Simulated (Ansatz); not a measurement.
A structure relaxed at PBE0-D4/def2-SVP in Ansatz, charge 0, singlet:

```xyz
4

W     0.542    0.001   -1.382
W    -0.876   -1.093    0.490
W     1.209   -0.106    0.855
W    -0.875    1.198    0.038
```

Q: Give its formula and point group.

A: the cluster W4. Point group D2d (tolerance 0.1 Å).

Q: Summarise the bond lengths by kind (pairs closer than 1.2 times the sum of covalent radii, bridged metal pairs left out).

A: 6 × W–W 2.34 to 2.59 Å.

In the def2 sets W takes a core potential; there is no spin–orbit coupling. The restricted singlet is unstable towards broken spin symmetry in Hartree–Fock (as tested in another run); at PBE0-D4/def2-SVP this wasn't settled. The relaxation made no stability test and no search for a lower SCF solution. No other spin state of charge 0 was run. Another isomer (singlet) lies 0.06 eV lower at PBE-D4/def2-TZVP; other spin states weren't run for this one.
